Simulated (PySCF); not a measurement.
Radial density of Mn (manganese, neutral)

UHF, [Ar] 3d5 4s2, high-spin 6S determinant. Computed with PySCF 2.14 in x2c-TZVPall (6s5p4d1f, 48 functions), with the spin-free X2C one-electron Hamiltonian (Gaussian nucleus).

```tsv
r (bohr)	4πr²ρ (e/bohr)	4πr²(ρα − ρβ)
0.00106	0.2003	0.0000
0.00179	0.5091	0.0000
0.00301	1.280	0.0001
0.00506	3.102	0.0003
0.00851	7.042	0.0006
0.0143	14.30	0.0013
0.0241	24.15	0.0020
0.0405	30.10	0.0023
0.0681	25.66	0.0043
0.115	24.55	0.0368
0.193	33.25	0.2639
0.324	19.40	1.3074
0.545	12.49	3.5193
0.917	13.14	4.0282
1.54	3.600	1.8291
2.60	0.9918	0.3251
4.37	0.3402	-0.0288
7.34	0.02523	-0.0101
12.4	2.293e-05	0.0000
```

Densities and radii are taken from the X2C orbitals without a picture-change correction, which distorts them close to the nucleus.

Q: Where is the radial spin density 4πr²(ρα − ρβ) most negative, and why is it negative at all?

A: Around r = 4.37 bohr, down to -0.0288 e/bohr: exchange with the open shell polarises the paired shells in an unrestricted calculation.
